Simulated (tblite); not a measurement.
A geometry optimisation, step by step.

Compound: C6H8GeN2.
Numbering: `[CH2:1]=[N:2][Ge@@H:3]1[CH2:4][CH:5]=[CH:6][C@@H:7]1[C:8]#[N:9]` (hydrogens: H10, H11 on C1; H12 on Ge3; H13, H14 on C4; H15 on C5; H16 on C6; H17 on C7)

Computed with GFN2-xTB (tblite), gas phase: L-BFGS steps from a force-field or distance-geometry start until the largest atomic force falls under 0.01 eV/Å. 6 of its 111 geometries are shown.

Step 0: E = -668.5253 eV, largest atomic force 2.549 eV/Å
```
atom  x, y, z in Å  |  force x, y, z in eV/Å
C1      2.413   -0.380   -0.709   -1.352   1.841   1.131
N2      2.116    0.743   -0.149    1.029  -1.312  -0.816
Ge3     0.458    1.052    0.605    1.048   1.290   0.364
C4     -0.135   -0.440    1.649   -0.138  -1.128   1.546
C5     -1.290   -1.022    0.902   -0.475   0.921  -1.528
C6     -1.700   -0.409   -0.231    0.460  -0.784   1.528
C7     -0.986    0.839   -0.676   -0.753   0.064  -1.546
C8     -0.458    0.680   -2.028   -0.030   0.069  -1.116
N9     -0.047    0.545   -3.105   -0.638   0.161   1.948
H10     1.667   -1.177   -0.770    0.327  -0.249  -0.191
H11     3.388   -0.531   -1.132    0.164   0.016  -0.063
H12     0.377    2.402    1.363    0.305  -0.346  -0.377
H13    -0.474   -0.105    2.669    0.422  -0.600  -0.717
H14     0.682   -1.198    1.748   -0.665   0.411   0.298
H15    -1.799   -1.903    1.254    0.069  -0.096   0.147
H16    -2.545   -0.791   -0.776   -0.016   0.102  -0.250
H17    -1.674    1.708   -0.624    0.241  -0.361  -0.359
```

Step 22: E = -668.8948 eV, largest atomic force 0.081 eV/Å
```
atom  x, y, z in Å  |  force x, y, z in eV/Å
C1      2.421   -0.317   -0.706    0.020  -0.045  -0.044
N2      2.145    0.758   -0.122    0.051   0.061   0.017
Ge3     0.489    1.077    0.640    0.009  -0.077  -0.011
C4     -0.185   -0.477    1.708   -0.008  -0.021   0.033
C5     -1.321   -1.014    0.893    0.013  -0.015   0.050
C6     -1.717   -0.410   -0.214   -0.040   0.044  -0.022
C7     -1.027    0.839   -0.693   -0.013   0.036   0.001
C8     -0.525    0.665   -2.017    0.021   0.024  -0.026
N9     -0.084    0.499   -3.061   -0.005  -0.027  -0.001
H10     1.740   -1.167   -0.820    0.034  -0.029  -0.039
H11     3.407   -0.444   -1.143    0.007   0.024   0.000
H12     0.625    2.453    1.253   -0.033  -0.019   0.011
H13    -0.517   -0.208    2.710   -0.036   0.020   0.007
H14     0.592   -1.236    1.824   -0.005  -0.005   0.013
H15    -1.810   -1.915    1.240    0.017   0.012   0.027
H16    -2.533   -0.787   -0.814    0.005  -0.002  -0.009
H17    -1.707    1.694   -0.687   -0.037   0.021  -0.006
```

Step 44: E = -668.9177 eV, largest atomic force 0.072 eV/Å
```
atom  x, y, z in Å  |  force x, y, z in eV/Å
C1      2.557   -0.267   -0.804    0.001   0.035   0.030
N2      2.188    0.722   -0.125    0.017  -0.063  -0.008
Ge3     0.521    0.977    0.629    0.034   0.060   0.022
C4     -0.259   -0.488    1.753    0.007   0.020  -0.005
C5     -1.391   -1.009    0.924   -0.007   0.019  -0.043
C6     -1.766   -0.396   -0.188    0.013  -0.018   0.015
C7     -1.031    0.825   -0.675    0.000  -0.010  -0.010
C8     -0.559    0.625   -2.007    0.008  -0.029   0.009
N9     -0.133    0.415   -3.050   -0.007   0.010  -0.016
H10     1.952   -1.146   -1.043   -0.009   0.018  -0.013
H11     3.569   -0.274   -1.201   -0.002   0.009  -0.007
H12     0.663    2.344    1.264   -0.007  -0.026  -0.011
H13    -0.628   -0.094    2.700   -0.026  -0.014   0.029
H14     0.451   -1.280    1.992    0.018  -0.017  -0.019
H15    -1.895   -1.901    1.269   -0.025   0.024   0.019
H16    -2.583   -0.755   -0.797   -0.009  -0.016   0.005
H17    -1.667    1.714   -0.651   -0.006  -0.003   0.004
```

Step 66: E = -668.9273 eV, largest atomic force 0.088 eV/Å
```
atom  x, y, z in Å  |  force x, y, z in eV/Å
C1      2.603   -0.211   -0.845   -0.019   0.006   0.038
N2      2.229    0.665   -0.027    0.040  -0.054  -0.043
Ge3     0.532    0.933    0.641    0.014  -0.042  -0.038
C4     -0.284   -0.496    1.783    0.001  -0.004   0.013
C5     -1.450   -0.974    0.975    0.012  -0.026   0.012
C6     -1.778   -0.404   -0.173    0.027  -0.050  -0.012
C7     -0.995    0.770   -0.693   -0.033   0.014  -0.002
C8     -0.543    0.562   -2.031    0.002   0.007   0.004
N9     -0.153    0.385   -3.094    0.010  -0.031   0.026
H10     1.976   -0.994   -1.282    0.035   0.080  -0.007
H11     3.645   -0.207   -1.161   -0.033  -0.029   0.015
H12     0.651    2.307    1.250    0.008   0.058   0.031
H13    -0.613   -0.106    2.747   -0.012   0.006  -0.021
H14     0.399   -1.322    1.992   -0.006   0.027  -0.022
H15    -2.016   -1.808    1.365    0.000  -0.024  -0.004
H16    -2.599   -0.761   -0.778   -0.039   0.021   0.016
H17    -1.611    1.674   -0.680   -0.008   0.039  -0.006
```

Step 88: E = -668.9719 eV, largest atomic force 0.070 eV/Å
```
atom  x, y, z in Å  |  force x, y, z in eV/Å
C1      2.687   -0.098   -0.903    0.008   0.043  -0.001
N2      2.228    0.416    0.145    0.041  -0.037  -0.043
Ge3     0.527    0.879    0.622    0.001   0.029  -0.043
C4     -0.301   -0.509    1.788    0.006   0.026  -0.012
C5     -1.502   -0.957    1.015   -0.025   0.037   0.023
C6     -1.850   -0.379   -0.123    0.000  -0.009   0.012
C7     -1.024    0.738   -0.703   -0.013  -0.007  -0.012
C8     -0.556    0.411   -2.010    0.028  -0.002  -0.012
N9     -0.137    0.135   -3.040   -0.044  -0.004   0.004
H10     2.114   -0.331   -1.803    0.023   0.010   0.049
H11     3.752   -0.324   -0.946   -0.020  -0.012   0.018
H12     0.709    2.258    1.217    0.001  -0.010   0.002
H13    -0.607   -0.105    2.755    0.007  -0.023   0.009
H14     0.372   -1.344    1.986   -0.018  -0.001  -0.004
H15    -2.094   -1.757    1.436   -0.006  -0.026  -0.003
H16    -2.724   -0.688   -0.679    0.005  -0.016  -0.018
H17    -1.601    1.665   -0.768    0.007   0.005   0.032
```

Step 110: E = -668.9759 eV, largest atomic force 0.009 eV/Å
```
atom  x, y, z in Å  |  force x, y, z in eV/Å
C1      2.727   -0.073   -0.903    0.002  -0.001   0.009
N2      2.237    0.375    0.161   -0.005   0.005  -0.001
Ge3     0.535    0.860    0.610    0.003  -0.006   0.005
C4     -0.310   -0.507    1.790    0.004   0.005   0.000
C5     -1.524   -0.943    1.029   -0.001   0.005   0.001
C6     -1.860   -0.380   -0.120   -0.004   0.002  -0.001
C7     -1.024    0.727   -0.707   -0.004  -0.003  -0.004
C8     -0.585    0.393   -2.022   -0.003   0.001   0.003
N9     -0.203    0.100   -3.063   -0.003   0.002  -0.006
H10     2.182   -0.230   -1.834    0.002  -0.003  -0.004
H11     3.784   -0.329   -0.919    0.007  -0.003   0.000
H12     0.725    2.238    1.205   -0.002   0.000  -0.002
H13    -0.598   -0.098    2.759   -0.001  -0.003   0.003
H14     0.347   -1.356    1.984    0.002   0.003  -0.003
H15    -2.123   -1.735    1.456    0.006  -0.004  -0.004
H16    -2.729   -0.693   -0.681   -0.006   0.003   0.003
H17    -1.587    1.663   -0.755    0.002  -0.001  -0.002
```

**Question.** Summarise the path.

**Answer.** The energy falls by 0.4506 eV from step 0 to step 110; nine tenths of that is first reached at step 69. It falls at every step. The largest force goes from 2.549 to 0.009 eV/Å. Among the bonds Ge3–C7 changes most, from 1.942 to 2.045 Å; the atoms move by 0.497 Å rms after alignment.

**Question.** Follow the three bonds and two angles with the largest change from start to end.

**Answer.** 
```csv
step,E above end (eV),largest force (eV/Å),Ge3–C7 (Å),Ge3–C4 (Å),Ge3–H12 (Å),N2–Ge3–H12 (°),N2–Ge3–C7 (°)
0,0.4506,2.549,1.942,1.916,1.550,113.1,112.3
5,0.1630,0.343,2.016,1.980,1.508,114.2,111.7
10,0.1079,0.383,2.032,1.997,1.518,109.7,113.0
14,0.0937,0.202,2.040,2.001,1.511,107.1,112.5
19,0.0847,0.112,2.031,2.004,1.510,104.9,112.4
24,0.0796,0.081,2.035,2.002,1.516,103.7,112.3
29,0.0730,0.103,2.035,2.003,1.509,103.6,113.0
33,0.0682,0.073,2.031,1.998,1.510,103.3,113.5
38,0.0625,0.085,2.037,2.008,1.514,103.4,113.8
43,0.0587,0.055,2.034,2.004,1.515,102.3,114.4
48,0.0570,0.061,2.036,2.005,1.508,101.8,114.8
53,0.0552,0.056,2.038,2.005,1.516,102.0,115.2
57,0.0536,0.076,2.038,2.007,1.511,102.1,115.1
62,0.0508,0.071,2.034,2.005,1.514,101.9,115.9
67,0.0469,0.137,2.036,2.003,1.506,101.7,116.5
72,0.0390,0.301,2.041,2.004,1.525,102.7,119.7
77,0.0190,0.113,2.045,2.002,1.512,101.8,120.5
81,0.0116,0.140,2.046,1.997,1.512,102.3,121.6
86,0.0055,0.119,2.041,1.996,1.513,102.7,121.6
91,0.0029,0.042,2.046,1.993,1.512,102.8,121.3
96,0.0012,0.051,2.045,1.995,1.514,102.9,121.8
100,0.0004,0.031,2.046,1.994,1.512,102.9,122.0
105,0.0001,0.052,2.046,1.993,1.513,102.8,122.3
110,0.0000,0.009,2.045,1.994,1.513,102.8,122.3
```

The cost below is that of the whole relaxation. On an Arm Neoverse V1 with one thread, no GPU, on a shared host, this took 0.91 s wall.
